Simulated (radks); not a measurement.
All-electron atom: K+ in [Ar]. Calculated with a radial shooting solver on a logarithmic mesh with Libxc functionals: non-relativistic Kohn-Sham, PBE, spin-polarised, spherical densities, point nucleus.

Unscreened Slater integrals over Kohn-Sham orbitals (eV). They are taken over the spin-up orbitals.

\begin{tabular}{lr}
integral & value \\ \hline
F0(3p,3p) & 17.272 \\
F2(3p,3p) & 8.6242 \\
F0(3p,3s) & 18.200 \\
G1(3p,3s) & 12.033 \\
F0(3p,2p) & 23.669 \\
F2(3p,2p) & 4.1454 \\
G0(3p,2p) & 1.6188 \\
G2(3p,2p) & 1.6458 \\
F0(3p,2s) & 23.334 \\
G1(3p,2s) & 1.2375 \\
F0(3s,3s) & 19.282 \\
F0(3s,2p) & 25.722 \\
G1(3s,2p) & 1.9487 \\
F0(3s,2s) & 25.431 \\
G0(3s,2s) & 1.5617 \\
F0(2p,2p) & 70.926 \\
F2(2p,2p) & 33.102 \\
F0(2p,2s) & 66.260 \\
G1(2p,2s) & 38.866 \\
F0(2s,2s) & 63.189 \\
\end{tabular}
